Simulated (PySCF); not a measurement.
All numbers come from PySCF, PBE0, basis V def2-SVP, N def2-SVP, O def2-SVP, H def2-SVP (no relativity, density fitting).

```xyz
6
charge 0 multiplicity 1, angstrom
V    -0.0356   -0.1824    0.0499
N     0.0417    0.2136    1.5035
O     1.5628   -0.1387   -0.7232
O    -1.5003    0.4590   -0.7232
H     2.3689    0.1141   -0.2613
H    -2.1522    0.9963   -0.2613
```

VN(OH)₂ (singlet), along the line from V1 (at 0) through N2 (at 1.509 Å).

Problem. Tabulate the fields along this line at -0.53, -0.38, -0.23, -0.08, 0.15, 0.30, 0.45, 0.60, 0.75, 0.91, 1.06, 1.21, 1.36, 1.58, 1.73, 1.89, 2.04, 2.19, 2.34 Å.

Solution. 
```json
{"distance (Å)": "-0.53", "electron density (e/Å³)": "6.71", "electron localisation function": "0.877", "electrostatic potential (V)": "72.5"}
{"distance (Å)": "-0.38", "electron density (e/Å³)": "13.5", "electron localisation function": "0.714", "electrostatic potential (V)": "174"}
{"distance (Å)": "-0.23", "electron density (e/Å³)": "35.6", "electron localisation function": "0.241", "electrostatic potential (V)": "491"}
{"distance (Å)": "-0.08", "electron density (e/Å³)": "625", "electron localisation function": "0.423", "electrostatic potential (V)": "2730"}
{"distance (Å)": "0.15", "electron density (e/Å³)": "169", "electron localisation function": "0.836", "electrostatic potential (V)": "966"}
{"distance (Å)": "0.30", "electron density (e/Å³)": "14.6", "electron localisation function": "0.189", "electrostatic potential (V)": "290"}
{"distance (Å)": "0.45", "electron density (e/Å³)": "8.55", "electron localisation function": "0.748", "electrostatic potential (V)": "115"}
{"distance (Å)": "0.60", "electron density (e/Å³)": "4.22", "electron localisation function": "0.649", "electrostatic potential (V)": "53.4"}
{"distance (Å)": "0.75", "electron density (e/Å³)": "2.61", "electron localisation function": "0.496", "electrostatic potential (V)": "31.4"}
{"distance (Å)": "0.91", "electron density (e/Å³)": "2.55", "electron localisation function": "0.65", "electrostatic potential (V)": "29.9"}
{"distance (Å)": "1.06", "electron density (e/Å³)": "3.26", "electron localisation function": "0.695", "electrostatic potential (V)": "50.4"}
{"distance (Å)": "1.21", "electron density (e/Å³)": "4.51", "electron localisation function": "0.182", "electrostatic potential (V)": "116"}
{"distance (Å)": "1.36", "electron density (e/Å³)": "31.4", "electron localisation function": "0.783", "electrostatic potential (V)": "360"}
{"distance (Å)": "1.58", "electron density (e/Å³)": "195", "electron localisation function": "0.999", "electrostatic potential (V)": "933"}
{"distance (Å)": "1.73", "electron density (e/Å³)": "7.69", "electron localisation function": "0.117", "electrostatic potential (V)": "191"}
{"distance (Å)": "1.89", "electron density (e/Å³)": "3.31", "electron localisation function": "0.544", "electrostatic potential (V)": "70.9"}
{"distance (Å)": "2.04", "electron density (e/Å³)": "2", "electron localisation function": "0.889", "electrostatic potential (V)": "28.5"}
{"distance (Å)": "2.19", "electron density (e/Å³)": "1.12", "electron localisation function": "0.924", "electrostatic potential (V)": "11"}
{"distance (Å)": "2.34", "electron density (e/Å³)": "0.594", "electron localisation function": "0.911", "electrostatic potential (V)": "3.46"}
```

On a grid of 0.08 Å the density has a local minimum along the bond near 0.83 Å from V, at 2.45 e/Å³, where the ELF is 0.55.
